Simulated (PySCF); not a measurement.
Species: C7H6N2.
SMILES with atom numbers: `[CH3:1][CH:2]=[C:3]=[C:4]([C:5]#[N:6])[CH2:7][C:8]#[N:9]` (hydrogens: H10, H11, H12 on C1; H13 on C2; H14, H15 on C7)

Cartesian coordinates in Å at the PBE0-D3(BJ)/def2-SVP level; atoms count from 1:
```xyz
15
C7H6N2 angstrom
C     -2.1712   -1.0080    0.1144
C     -1.1832   -0.3704   -0.8135
C      0.0027    0.0580   -0.4754
C      1.2008    0.4884   -0.1255
C      1.3744    1.8358    0.3326
N      1.5467    2.9238    0.6947
C      2.4341   -0.4000   -0.1799
C      2.8863   -0.8081    1.1469
N      3.2352   -1.1347    2.2001
H     -3.1030   -0.4213    0.1365
H     -2.4314   -2.0181   -0.2394
H     -1.7789   -1.0828    1.1369
H     -1.4790   -0.2451   -1.8649
H      3.2586    0.1268   -0.6869
H      2.2062   -1.3013   -0.7672
```

Linear response at PBE0/def2-SVPD (PySCF, frozen core in the response, non-relativistic). One conformer (not necessarily the lowest) at the PBE0-D3(BJ)/def2-SVP geometry, without solvent, vibrations or thermal averaging.

Static isotropic polarisability: 95.77 au (14.19 Å³), principal values 71.8, 84.6, 131.0 au.

(1) What is the polarisability at 1064 nm and at the sodium D line?

(2) What is the isotropic C6 coefficient between two such molecules, C6 = (3/π)∫α(iω)² dω?

(3) Which effective excitation energy ω̄ makes London's formula C6 = (3/4)α²ω̄ exact here?

(4) What three-body coefficient follows from the one-pole estimate C9 = (3/4)·α·C6?

(5) What n − 1 at the D line would an ideal gas of it have at 273.15 K and 1 atm (2.6868 × 10¹⁹ cm⁻³), by n − 1 = 2π·N·α′?

(6) How many electrons N does the Slater–Kirkwood formula C6 = (3/4)·√N·α^(3/2) need to give this C6?

(7) How anisotropic is the static polarisability, by Δα² = ½[(α1 − α2)² + (α2 − α3)² + (α3 − α1)²]?

Results:

(1) 96.89 au at 1064 nm (+1.2 %), 99.61 au at 589.3 nm (+4.0 %). The rise at 589.3 nm is 3.43 times that at 1064 nm; a pure ω² law gives 3.26. The lowest singlet lies at 242 nm, shorter than both wavelengths.

(2) 3410 au (Eh·bohr⁶) by a ten-point quadrature over imaginary frequencies, which is 2040 eV·Å⁶ or 197 J·nm⁶/mol.

(3) ω̄ = 4·C6/(3α²) = 0.496 Eh = 13.5 eV. A one-pole form α(ω) = α/(1 − ω²/ω̄²) fitted to the 1064 nm value gives 10.8 eV.

(4) 245000 au. This is an estimate from the two numbers above, not a computed integral.

(5) 24.92 × 10⁻⁴, a formal value whether or not that pressure can be reached.

(6) N = (4·C6/3)²/α³ = 23.5; the species has 62 electrons in all.

(7) Δα = 53.9 au, or 0.56 of the isotropic value.
